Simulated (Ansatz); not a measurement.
[Ce(NH3)6]3+ (CeN₆H₁₈³⁺), relaxed as a doublet with UKS PBE-D4/def2-SVP in Ansatz, starting from the GFN2-xTB geometry. Force threshold 0.03 eV/Å.

In the def2 sets Ce takes a core potential; there is no spin–orbit coupling. With an open 4f shell the SCF may have ended on a state above the lowest.

Start:

Cartesian coordinates in Å:
```
Ce -0.0021 0.0041 -0.0028
N -1.3979 -0.1329 -2.2187
H -0.8370 -0.1579 -3.0808
H -2.0466 0.6509 -2.3721
H -1.9988 -0.9652 -2.2933
N 1.3831 0.1240 2.2289
H 0.8139 0.1991 3.0828
H 2.0265 0.9242 2.2928
H 1.9878 -0.6886 2.4107
N 1.9661 1.1264 -1.3312
H 2.6701 0.4691 -1.6937
H 2.5202 1.8009 -0.7860
H 1.6804 1.6611 -2.1628
N -1.9523 -1.1293 1.3394
H -1.6483 -1.7768 2.0791
H -2.6001 -1.6931 0.7724
H -2.5702 -0.4695 1.8311
N 1.0089 -2.3623 -0.5205
H 0.8994 -2.6631 -1.4987
H 0.5976 -3.1354 0.0204
H 2.0190 -2.4558 -0.3479
N -1.0086 2.3752 0.4988
H -0.8510 2.7048 1.4609
H -2.0272 2.4550 0.3765
H -0.6329 3.1350 -0.0849
```

Q: Estimate the energy that the relaxation releases and the steps that it takes.

A: 1.0 kcal/mol, in 4 steps; 40 s on 4 threads of Arm Neoverse V2 on a shared host. No frequencies were taken in this run, so the end may be a saddle point.

Q: Does the start keep its bonding?

A: By distances, no bond broke or formed. The bond that changes most is Ce1–N2, from 2.62 to 2.64 Å (atoms count from 1).

Q: Predict the relaxed structure.

A: 
Cartesian coordinates in Å:
```
Ce 0.000 0.002 0.000
N -1.413 -0.144 -2.230
H -0.861 -0.132 -3.109
H -2.096 0.625 -2.375
H -1.998 -0.995 -2.336
N 1.387 0.125 2.248
H 0.825 0.249 3.112
H 2.077 0.899 2.309
H 1.961 -0.712 2.464
N 1.983 1.138 -1.330
H 2.680 0.483 -1.733
H 2.572 1.795 -0.783
H 1.701 1.709 -2.150
N -1.966 -1.136 1.354
H -1.673 -1.810 2.086
H -2.640 -1.687 0.788
H -2.583 -0.483 1.874
N 1.022 -2.377 -0.534
H 0.963 -2.674 -1.527
H 0.584 -3.172 -0.029
H 2.030 -2.493 -0.317
N -1.012 2.394 0.492
H -0.815 2.774 1.437
H -2.046 2.469 0.424
H -0.684 3.153 -0.135
```
Bond lengths: 6 × Ce–N 2.64 Å; 18 × H–N 1.04 Å.
